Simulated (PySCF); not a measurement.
4-ethoxyphenol, C8H10O2.
Cartesian coordinates in Å at the PBE0-D3(BJ)/def2-SVP level; atoms count from 1:
```
atom  x, y, z in Å
C1     2.612    0.655    0.760
C2     2.174   -0.651    0.125
O3     0.957   -1.131    0.644
C4    -0.214   -0.578    0.246
C5    -1.366   -1.043    0.890
C6    -2.620   -0.558    0.540
C7    -2.755    0.407   -0.463
O8    -3.954    0.913   -0.840
C9    -1.609    0.874   -1.105
C10   -0.349    0.390   -0.757
H11    2.685    0.540    1.851
H12    3.600    0.953    0.376
H13    1.904    1.470    0.551
H14    2.908   -1.441    0.344
H15    2.120   -0.564   -0.976
H16   -1.253   -1.798    1.670
H17   -3.508   -0.937    1.055
H18   -4.647    0.504   -0.313
H19   -1.716    1.629   -1.885
H20    0.524    0.780   -1.281
```

Method used: PBE0-D3(BJ)/def2-SVP geometry optimisation, gas phase (PySCF).

Masses are those of the commonest isotopes; rigid-rotor values at the optimised geometry. The values belong to one conformer with, in the numbering `[CH3:1][CH2:2][O:3][c:4]1[cH:5][cH:6][c:7]([OH:8])[cH:9][cH:10]1`, C1–C2–O3–C4 77°, C2–O3–C4–C5 -175°, C6–C7–O8–H 0°.

(1) What are A, B and C (MHz)?

(2) What kind of rotor is it?

(3) Is it planar, by Δ = Ic − Ia − Ib?

(4) Give the other two planar moments, Paa and Pbb, and the rms extents of the mass along the axes.

(5) Which types of transition are allowed, and where do some lines up to J = 5 fall?

Answers

(1) Ia = 138.88, Ib = 695.09, Ic = 788.10 u·Å²; 505379 MHz·u·Å²/I gives A = 3639, B = 727.1, C = 641.3 MHz.

(2) A near-prolate asymmetric top. Ray's parameter κ = (2B − A − C)/(A − C) = -0.943; −1 is the prolate and +1 the oblate limit.

(3) Not planar: Δ = Ic − Ia − Ib = -45.87 u·Å². For a rigid frame Δ = −2 Σ m c², so Σ m c² = 22.93 u·Å² lies off the ab plane: 7.63 from hydrogen and 15.30 from heavier atoms. The atom farthest from that plane is 1.61 Å away.

(4) Paa = Σ m a² = (Ib + Ic − Ia)/2 = 672.15 and Pbb = Σ m b² = (Ia + Ic − Ib)/2 = 115.95 u·Å². With the mass M = 138.07 u, the rms extents √(P/M) along a, b and c are 2.21, 0.92, 0.41 Å.

(5) The dipole components are |μa| = 0.44 D, |μb| = 0.19 D, |μc| = 0.26 D. Intensities carry the squares of the components, which stand as 1.00 : 0.18 : 0.35 (a : b : c). Some lines, for components of 0.1 D or more:

| type | branch | J(Ka,Kc) | MHz | lower level (cm⁻¹) |
| --- | --- | --- | --- | --- |
| c | Q | 2(1,2) ← 2(0,2) | 2828 | 0.137 |
| c | Q | 1(1,1) ← 1(0,1) | 2912 | 0.046 |
| a | R | 4(1,4) ← 3(1,3) | 5298 | 0.364 |
| c | R | 2(1,1) ← 1(0,1) | 5820 | 0.046 |
| a | R | 5(1,4) ← 4(1,3) | 7048 | 0.569 |
| b | Q | 4(2,2) ← 4(1,3) | 8467 | 0.569 |
| c | R | 3(2,2) ← 2(1,2) | 13098 | 0.231 |
| b | R | 4(3,1) ← 3(2,2) | 20252 | 0.668 |
| b | Q | 4(4,1) ← 4(3,2) | 20680 | 1.344 |
| c | R | 4(4,0) ← 3(3,0) | 26157 | 1.161 |

No PBE0-D3(BJ)/def2-SVP frequencies stand behind this structure, so it isn't proved a minimum. Constants of a rigid frame at the computed geometry: no zero-point averaging, no centrifugal distortion. A rigid rotor knows nothing of internal rotation, which can split or shift real lines.
